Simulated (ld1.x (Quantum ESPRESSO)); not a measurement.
## Configuration tests for Pd (Z = 46) (TM)

ld1.x (Quantum ESPRESSO) 7.5 input, shortened:

```
&input
   title='Pd', zed=46., rel=1, dft='PBESOL', iswitch=3,
   config='[Kr] 4d9.5 5s0 5p0'
 /
 &inputp
   pseudotype=2, tm=.true., lloc=2,
   nlcc=.false.
 /
3
5S  1  0   0.00   0.00  1.10  1.10  0.0
4P  2  1   6.00   0.00  1.35  1.35  0.0
4D  3  2   9.50   0.00  1.70  1.70  0.0
 &test
   configts(1)='4p6 4d9.5 5s0 5p0'
 /
```

Energies are relative to the spin-unpolarised reference configuration 4p6 4d9.5 5s0 5p0; without spin polarisation the order of configurations can differ from experiment.

```tsv
valence configuration	charge	ΔE all-electron (eV)	error AE − PS (meV)
4p6 4d10 5s0 5p0	0	-3.236	-0.2
4p6 4d9 5s0 5p0	+1	5.884	-0.6
4p6 4d8 5s0 5p0	+2	26.702	-7.5
4p6 4d7 5s0 5p0	+3	61.050	-28
4p5 4d10 5s0 5p0	+1	53.877	-62
4p6 4d6 5s0 5p0	+4	110.374	-64
```

(1) What are ΔE and the potential's error for 4p6 4d9 5s0 5p1?

Levels in the configuration 4p6 4d9 5s0 5p1:

| level | all-electron (eV) | pseudo (eV) |
| --- | --- | --- |
| 4p | -56.332 | -56.331 |
| 4d | -8.553 | -8.549 |
| 5p | -1.691 | -1.692 |

Note: ghost states, extra bound levels that the all-electron valence spectrum of the same l lacks: s at -173.4 eV, s at -25.9 eV. A true bound ghost makes a file unfit for plane-wave use. The 5s radius (1.10 bohr) lies inside the outermost node of the all-electron wave (1.15 bohr), which a nodeless pseudo-wave cannot match soundly.

## Answers

(1) ΔE = 2.075 eV all-electron; the error (AE − PS) is +3.4 meV.
